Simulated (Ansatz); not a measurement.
CH7NSiZn (`C[SiH2][NH][ZnH]`). Charge 0, multiplicity 1. Geometry: relaxed with PBE0-D4/def2-TZVP. It is one conformer, not always the lowest.

```xyz
11

C    -1.257   -0.409   -0.624
Si    0.184   -0.986    0.420
N     1.255    0.334    0.645
Zn    1.052    2.025   -0.005
H    -1.806    0.402   -0.136
H    -1.961   -1.228   -0.788
H    -0.925   -0.061   -1.607
H     0.843   -2.142   -0.262
H    -0.340   -1.519    1.715
H     2.082    0.152    1.195
H     0.875    3.433   -0.551
```

(1) What is the dipole moment at ωB97M-V/def2-TZVPP? (Estimate.)

(2) And with PBE, r2SCAN, B3LYP? (Estimate.)

(3) Give the Mulliken charges with ωB97M-V, B3LYP, r2SCAN in def2-TZVPP. (An estimate is asked.)

Results:

(1) Ansatz gave: 0.98 D, with components (0.51, 0.83, 0.04) D in this frame, pointing from negative to positive charge.

(2) The calculation gave: PBE 0.86 D, r2SCAN 0.90 D, B3LYP 0.92 D.

(3) The calculation gave: 
| atom | ωB97M-V | B3LYP | r2SCAN |
| --- | --- | --- | --- |
| C1 | -0.50 | -0.41 | -0.33 |
| Si2 | 0.39 | 0.44 | 0.47 |
| N3 | -0.37 | -0.34 | -0.42 |
| Zn4 | 0.25 | 0.23 | 0.26 |
| H5 | 0.12 | 0.10 | 0.08 |
| H6 | 0.12 | 0.10 | 0.07 |
| H7 | 0.12 | 0.10 | 0.08 |
| H8 | -0.07 | -0.11 | -0.12 |
| H9 | -0.07 | -0.11 | -0.12 |
| H10 | 0.09 | 0.11 | 0.13 |
| H11 | -0.08 | -0.11 | -0.11 |

B3LYP here is the variant with VWN-RPA as its local correlation; programs differ in this.
